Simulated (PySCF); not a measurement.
Hydrogen diatomic, H₂.
Geometry (PBE0-D3(BJ)/def2-SVP, Å), atoms numbered from 1 in this order:
```xyz
2
H2 angstrom
H      0.3830   -0.0065   -0.0049
H     -0.3775    0.0090   -0.0234
```

Linear response at CAM-B3LYP/def2-SVPD (PySCF, frozen core in the response, non-relativistic). Isolated species at its PBE0-D3(BJ)/def2-SVP geometry, gas phase.

Static isotropic polarisability: 5.41 au (0.80 Å³), principal values 4.6, 4.6, 7.0 au.

Problem. What is the polarisability at 1064 nm and at the sodium D line?

Solution. 5.45 au at 1064 nm (+0.7 %), 5.54 au at 589.3 nm (+2.3 %). The lowest singlet lies at 99 nm, shorter than both wavelengths.

Problem. What is the isotropic C6 coefficient between two such molecules, C6 = (3/π)∫α(iω)² dω?

Solution. 11.7 au (Eh·bohr⁶) by a ten-point quadrature over imaginary frequencies, which is 6.99 eV·Å⁶ or 0.675 J·nm⁶/mol.

Problem. Which effective excitation energy ω̄ makes London's formula C6 = (3/4)α²ω̄ exact here?

Solution. ω̄ = 4·C6/(3α²) = 0.533 Eh = 14.5 eV. London's choice of the ionisation energy (16.29 eV, ΔSCF at the same level) gives C6 = 13.1 au, 12 % too high.

Problem. How anisotropic is the static polarisability, by Δα² = ½[(α1 − α2)² + (α2 − α3)² + (α3 − α1)²]?

Solution. Δα = 2.4 au, or 0.44 of the isotropic value.

Problem. What does −C6/R⁶ come to at R = 8 Å between centres?

Solution. -2.6 J/mol. This is the leading, orientation-averaged term; C8 and higher terms are left out.

Problem. How many electrons N does the Slater–Kirkwood formula C6 = (3/4)·√N·α^(3/2) need to give this C6?

Solution. N = (4·C6/3)²/α³ = 1.5; the species has 2 electrons in all.

Problem. The lowest 6 singlets have (eV, f): 12.56, 0.420; 14.19, 0.394; 14.19, 0.394; 16.44, 0.000; 18.05, 0.000; 18.05, 0.000. What share of the static polarisability do they carry in the sum over states α = Σ f/ω²?

Solution. 4.86 au, 89.9 % of α; the largest term, 1.97 au, is that of the state at 12.56 eV. Their oscillator strengths add up to 1.21. Higher states carry the rest.

Problem. What n − 1 at the D line would an ideal gas of it have at 273.15 K and 1 atm (2.6868 × 10¹⁹ cm⁻³), by n − 1 = 2π·N·α′?

Solution. 1.38 × 10⁻⁴, a formal value whether or not that pressure can be reached.
